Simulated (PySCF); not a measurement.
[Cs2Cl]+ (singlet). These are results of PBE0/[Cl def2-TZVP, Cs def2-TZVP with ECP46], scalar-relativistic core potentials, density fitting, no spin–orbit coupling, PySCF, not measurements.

Harmonic bands of its minimum:

```csv
ω (cm⁻¹),"IR (km/mol, summed over degenerate members)",degeneracy
44,39.2,2
77,0.0,1
205,96.0,1
```

**Question.** The central atom is Cl. Infer the point group and assign the bands.

**Answer.** D∞h. The modes span πu + σg+ + σu+: 44 πu, 77 σg+, 205 σu+. The computed geometry has Cl–Cs 3.096 Å (×2); Cs–Cl–Cs 180.0°.

Other isomers or separated fragments may lie lower.
